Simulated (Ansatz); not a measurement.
Ansatz (a first-principles code) input (CCSD(T)/aug-cc-pV(D+d)Z):
A basis named .json is the Basis Set Exchange file of that set.

Ansatz 0.2 input:
```yaml
crystal:
  periodic: [false, false, false]
  atoms:
    - {symbol: B, position_ang: [0.09570284, -0.47095648, -0.23620676]}
    - {symbol: Cl, position_ang: [0.07876521, 1.24842166, 0.60065910]}
    - {symbol: C, position_ang: [1.34335321, -1.06619876, -0.62111002]}
    - {symbol: C, position_ang: [-1.38289822, -1.04324375, -0.40098632]}
    - {symbol: H, position_ang: [1.38108324, -2.04505862, -1.09969935]}
    - {symbol: H, position_ang: [2.31679418, -0.60607926, -0.47212000]}
    - {symbol: H, position_ang: [-1.89389622, -1.14847576, 0.56439234]}
    - {symbol: H, position_ang: [-2.01452695, -0.38366540, -1.00938606]}
    - {symbol: H, position_ang: [-1.36970697, -2.02845168, -0.88077972]}
basis:
  gaussian:
    orbitals: aug-cc-pV_D+d_Z.json
total_charge: -1
magnetization: {spin_polarized: false}
correlation: {method: ccsd_t, electrons: outside_noble_gas}
output: {forces: true}
```

End of the output:

```
integrals: 0.39 GiB planned
1425 factors; integrals over basis functions are off by at most 1.1e-3 eV
mean field: 0.65 GiB planned
mean field evaluation 1: about -15314.0208 eV, gradient 3.2e1 eV
mean field evaluation 2: about -15314.0430 eV, gradient 3.2e1 eV
mean field evaluation 4: about -15317.1214 eV, gradient 3.3e0 eV
mean field evaluation 8: about -15317.1804 eV, gradient 3.1e-1 eV
mean field evaluation 16: about -15314.0202 eV, gradient 3.2e1 eV
mean field -15317.18123068 eV, -562.8960278690 hartree, gradient 2.8e-6 eV, S^2 0.000000; 0 other end points of the search recorded, 0 dependent functions left out
8 core orbitals not correlated
reference -15317.18123068 eV, -562.8960278690 hartree; 12, 12 occupied and 126, 126 virtual orbitals, 1425 factors
densities: 2.14 GiB planned
second order -15.08869696 eV of doubles, -0.00000000 eV of singles
coupled cluster: 1.12 GiB planned
cycle   1  -15.90126242 eV  change   -8.1e-1 eV  update   8.5e-2
cycle   2  -16.27425685 eV  change   -3.7e-1 eV  update   2.6e-2
cycle   3  -16.34780939 eV  change   -7.4e-2 eV  update   1.2e-2
cycle   4  -16.34634145 eV  change    1.5e-3 eV  update   3.9e-3
cycle   5  -16.34548907 eV  change    8.5e-4 eV  update   1.7e-3
cycle   6  -16.34558968 eV  change   -1.0e-4 eV  update   7.4e-4
cycle   7  -16.34558918 eV  change    5.0e-7 eV  update   3.0e-4
cycle   8  -16.34561277 eV  change   -2.4e-5 eV  update   1.1e-4
cycle   9  -16.34562974 eV  change   -1.7e-5 eV  update   4.7e-5
cycle  10  -16.34561884 eV  change    1.1e-5 eV  update   1.6e-5
cycle  11  -16.34561222 eV  change    6.6e-6 eV  update   6.5e-6
cycle  12  -16.34561605 eV  change   -3.8e-6 eV  update   2.8e-6
perturbative correction -0.60334024 eV, -0.0221723449 hartree
the calculation of the forces begins
Total energy: -15334.13018697 eV, -563.5188905243 hartree
Atom 0 at     0.095703    -0.470956    -0.236207 Å, force    -0.620137     0.518375     0.299449 eV/Å
Atom 1 at     0.078765     1.248422     0.600659 Å, force     0.000239     0.107154     0.052056 eV/Å
Atom 2 at     1.343353    -1.066199    -0.621110 Å, force     0.533334    -0.229251    -0.152290 eV/Å
Atom 3 at    -1.382898    -1.043244    -0.400986 Å, force     0.059064     0.038896     0.014375 eV/Å
Atom 4 at     1.381083    -2.045059    -1.099699 Å, force     0.003149    -0.471782    -0.229514 eV/Å
Atom 5 at     2.316794    -0.606079    -0.472120 Å, force     0.486286     0.232222     0.075579 eV/Å
Atom 6 at    -1.893896    -1.148476     0.564392 Å, force    -0.207153    -0.044592     0.418193 eV/Å
Atom 7 at    -2.014527    -0.383665    -1.009386 Å, force    -0.259484     0.287191    -0.264529 eV/Å
Atom 8 at    -1.369707    -2.028452    -0.880780 Å, force     0.004703    -0.438212    -0.213319 eV/Å
Dipole moment:    -0.430759     0.115020     0.088914 e Å
```

It need not be the lowest isomer of its formula. Whether it binds its extra electron was not tested at this geometry.
